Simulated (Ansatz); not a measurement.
Born–Oppenheimer molecular dynamics of F₂GeH₂O (6 atoms, charge 0, multiplicity 1). It goes on from the last frame of an earlier run, with new velocities.

All numbers below come from RKS PBE0-D4/def2-SVP in Ansatz.

| Item | Value |
| --- | --- |
| ensemble | NVE (velocity Verlet) |
| time step | 1 fs |
| steps asked | 100 |
| starting velocities drawn for | 300 K |
| seed | 858274 |

First frame:

```xyz
6
Properties=species:S:1:pos:R:3
Ge 0.088 -0.060 0.022
F 0.112 0.063 1.744
H 1.519 0.101 -0.526
F -0.932 1.212 -0.527
O -0.670 -1.558 -0.430
H -1.482 -1.764 0.056
```

(1) How far do the bonds stretch over the last three quarters of this one trajectory? (Pairs bonded in most of those frames.)

## Answers

(1) 
```csv
bond,mean (Å),spread (Å),shortest,longest
Ge1–F2,1.728,0.012,1.71,1.74
Ge1–H3,1.522,0.016,1.49,1.55
Ge1–F4,1.726,0.001,1.72,1.73
Ge1–O5,1.744,0.003,1.74,1.75
O5–H6,0.967,0.018,0.94,0.99
```

Mean temperature of the second half: 171 K. The conserved energy stayed within 0.47 meV per atom of its start (net change 0.16 meV per atom), so the integration is sound. Over the second half the temperature averaged 0.57 of the 300 K drawn at the start: a run that starts near a minimum puts about half its kinetic energy into the potential. A run of 0.1 ps of so small a system gives no equilibrium averages.

Run time: 5.6 min on 1 thread of Arm Neoverse V1, with other jobs on the host, peak memory 0.17 GiB.
